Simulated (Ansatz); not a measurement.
CH9N3Si, SMILES `NC[SiH](N)N`. Charge 0, multiplicity 1. The structure was optimised at the PBE0-D4/def2-TZVP level. It is one conformer, not always the lowest.

```xyz
14

N    -1.289   -0.404    1.515
C    -0.762   -1.127    0.347
Si    0.483   -0.147   -0.671
N    -0.406    1.194   -1.283
N     1.799    0.518    0.201
H    -1.617    0.511    1.228
H    -0.537   -0.234    2.174
H    -0.305   -2.060    0.693
H    -1.606   -1.443   -0.279
H     1.126   -1.048   -1.680
H     0.082    1.934   -1.760
H    -1.325    1.057   -1.674
H     2.681    0.040    0.270
H     1.678    1.210    0.920
```

Problem. What is the dipole moment at PBE/def2-TZVPP? (Estimate.)

Solution. The calculation gave: 1.58 D, with components (0.95, 1.23, -0.31) D in this frame, pointing from negative to positive charge.

Problem. And with r2SCAN, B3LYP, ωB97M-V? (An estimate is asked.)

Solution. The calculation gave: r2SCAN 1.61 D, B3LYP 1.61 D, ωB97M-V 1.65 D.

Problem. Give the Mulliken charges with PBE, B3LYP, r2SCAN in def2-TZVPP. (An estimate is asked.)

Solution. The calculation gave: 
| atom | PBE | B3LYP | r2SCAN |
| --- | --- | --- | --- |
| N1 | -0.31 | -0.32 | -0.35 |
| C2 | -0.15 | -0.14 | -0.06 |
| Si3 | 0.39 | 0.52 | 0.53 |
| N4 | -0.40 | -0.42 | -0.46 |
| N5 | -0.40 | -0.42 | -0.47 |
| H6 | 0.13 | 0.12 | 0.13 |
| H7 | 0.13 | 0.12 | 0.13 |
| H8 | 0.08 | 0.08 | 0.04 |
| H9 | 0.08 | 0.08 | 0.04 |
| H10 | -0.13 | -0.14 | -0.15 |
| H11 | 0.15 | 0.14 | 0.16 |
| H12 | 0.14 | 0.13 | 0.15 |
| H13 | 0.15 | 0.14 | 0.16 |
| H14 | 0.15 | 0.13 | 0.15 |

B3LYP here is the variant with VWN-RPA as its local correlation; programs differ in this.

Program: Ansatz 0.2.0.
